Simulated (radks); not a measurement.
Results of a calculation; reference values are marked as such.
Initial-state core-level shifts of neutral promethium when its valence configuration changes from [Xe] 4f5 6s2. Code: a radial shooting solver on a logarithmic mesh with Libxc functionals. Model: scalar-relativistic Kohn-Sham, PBE, spin-polarised, spherical densities, finite nucleus; open shells are filled with parallel spins first (spin-orbit coupling, left out, can overturn this in heavy ions); Fermi nuclear charge, rms radius 4.962 fm. Shifts are changes of the shell-averaged eigenvalues in eV (positive: less bound); the change of the density at the nucleus, which sets a Mossbauer isomer shift, is in e/bohr^3, on a base of 5.138e+05.

valence               1s       2p       3d       4p  density at nucleus
4f4 5d1 6s2       -6.350   -6.826   -7.740   -7.182              +29.21
4f4 5d2 6s1       -4.577   -4.993   -5.944   -5.370               +6.03
4f5 5d2           +1.878   +1.953   +1.861   +1.929              -37.54
4f5 5d1 6s1       +1.218   +1.253   +1.190   +1.234              -19.04
4f5 6s1 6p1       -1.076   -1.075   -1.077   -1.074              -16.48
4f4 6s2 6p1       -9.521  -10.079  -10.944  -10.387              +40.53
4f5.5 6s1.5       +3.024   +3.212   +3.496   +3.379              -20.68
4f3 5d1 6s1 6p2  -17.906  -19.073  -21.133  -19.615              +49.34
